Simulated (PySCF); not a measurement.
## Energy of Rh²⁺ (rhodium, charge +2) between two integer charges

The 4d beta orbital of [Kr] 4d7 is emptied in steps (occupation f), with all orbitals relaxed, ending at [Kr] 4d6. Computed with PySCF 2.14 in def2-TZVPPD with the def2 core potential (28 electrons), with scalar relativity through the core potential. The exact energy is a straight line in f; departures are measured from the line between the end points of the same method.

```csv
f,CAM-B3LYP (eV)
1,0.000
0.75,-0.569
0.5,-0.766
0.25,-0.579
0,0.000
```

```tsv
method	E(f=0) − E(f=1) (eV)	−ε at f=1 (eV)	−ε at f=0.5 (eV)
CAM-B3LYP	31.199	28.190	31.173
```

Orbital energy along the path (eV):

| f | CAM-B3LYP |
| --- | --- |
| 1 | -28.190 |
| 0.75 | -29.660 |
| 0.5 | -31.173 |
| 0.25 | -32.724 |
| 0 | -34.316 |

Reference removal energy between the ground levels: 31.06 eV (semi-empirical (NIST evaluation); NIST Atomic Spectra Database, ionization energies). The calculation has no spin-orbit coupling. The determinant left behind need not be the lowest term of the ion.
